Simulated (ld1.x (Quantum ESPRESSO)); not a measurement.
# Before and after: PAW potential for palladium

* Element: palladium
* Generator: ld1.x (Quantum ESPRESSO) 7.5
* Type: PAW
* Functional: LDA (PZ)
* Relativity: scalar-relativistic
* Frozen core: [Ar] 3d10 4s2
* Valence charge: 16
* Reference configuration: 4p6 4d10 5s0 5p0
* Partial waves: 5s (bound, empty): rcut 2.30, rcutus 3.15 bohr; 5s channel at 0.05 Ry: rcut 2.30, rcutus 3.15 bohr; 4p (bound): rcut 1.40, rcutus 1.70 bohr; 5p (bound, empty): rcut 1.40, rcutus 1.70 bohr; 4d (bound): rcut 1.25, rcutus 1.70 bohr; 4d channel at 0.35 Ry: rcut 1.25, rcutus 1.70 bohr; 4f channel at 0.5 Ry: rcut 2.25, rcutus 3.15 bohr; 4f channel at 1.95 Ry: rcut 2.25, rcutus 3.15 bohr
* Local potential: all-electron potential smoothed inside 2.25 bohr (lloc = -1)
* Core correction: Bessel-smoothed model core inside 1.30 bohr
* Augmentation charge: BESSEL, radius 1.10 bohr

Change: wave 4d channel at 0.35 Ry: rcut 1.25, rcutus 1.70 bohr becomes 4d channel at 5.06 Ry: rcut 1.25, rcutus 1.70 bohr.

Cutoffs: the cutoffs (Ry, on a coarse ladder) from which the occupation-weighted sum of valence levels, in a spherical-Bessel basis at the reference potential, stays within 10 and 1 mRy of its value at 400 Ry; they do not see the model core or the augmentation charge, which bear on the density cutoff. Errors are all-electron minus pseudo energies relative to the spin-unpolarised reference configuration.

Q: How do hardness, ghosts and transferability respond?

A: The potential gets neither clearly harder nor softer (45 Ry and 70 Ry → 40 Ry and 70 Ry); the number of tests that count goes from 8 to 4; of the 4 tests that both files solve, the error grows in 3 and shrinks in 0 by more than 15 % and 0.3 meV (median size 1.1 → 1.6 meV); neither file shows a bound ghost at the reference potential, the only one tested.

```csv
quantity,base,changed
"cutoff, loose",45 Ry,40 Ry
"cutoff, tight",70 Ry,70 Ry
loose cutoff by channel (10 mRy a level),"p 25 Ry, d 35 Ry","p 25 Ry, d 30 Ry"
bound ghosts,none,none
"tests counted (converged, no solver errors)",8 of 9,4 of 9
"error for 4p6 4d9 5s0 5p0, meV [ΔE 9.39 eV]",-1.3,-1.9
"error for 4p6 4d9.5 5s0 5p0, meV [ΔE 3.37 eV]",-0.1,-0.3
"error for 4p6 4d9 5s0 5p1, meV [ΔE 5.32 eV]",-0.8,-1.3
"error for 4p6 4d9 5s0 5p0 (spin-polarised), meV [ΔE 9.24 eV]",-1.6,-2.2
s: phases at 3.41 bohr within 0.05 rad from the reference energy up to (Ry; the scan ends near 5),1.5,1.5
p: phases at 3.41 bohr within 0.05 rad from the reference energy up to (Ry; the scan ends near 5),to the end of the scan,to the end of the scan
d: phases at 3.41 bohr within 0.05 rad from the reference energy up to (Ry; the scan ends near 5),5.0,to the end of the scan
f: phases at 3.41 bohr within 0.05 rad from the reference energy up to (Ry; the scan ends near 5),3.3,3.3
lowest overlap eigenvalue by channel,"s 0.30, p 0.10, d 0.96, f 0.98","s 0.30, p 0.10, d 0.21, f 0.98"
```

Base: Tests not counted: 4p6 4d9 5s1 5p0 (pseudo-atom not self-consistent, printed error +472 meV). Changed file: Tests not counted: 4p6 4d8 5s0 5p0 (solver errors, printed error -1916 eV); 4p6 4d7 5s0 5p0 (solver errors, printed error -1714 eV); 4p5 4d10 5s0 5p0 (solver errors, printed error -2089 eV); 4p6 4d9 5s1 5p0 (pseudo-atom not self-consistent, printed error +4.3 eV); 4p6 4d8 5s0 5p0 (spin-polarised) (solver errors, printed error -1916 eV).
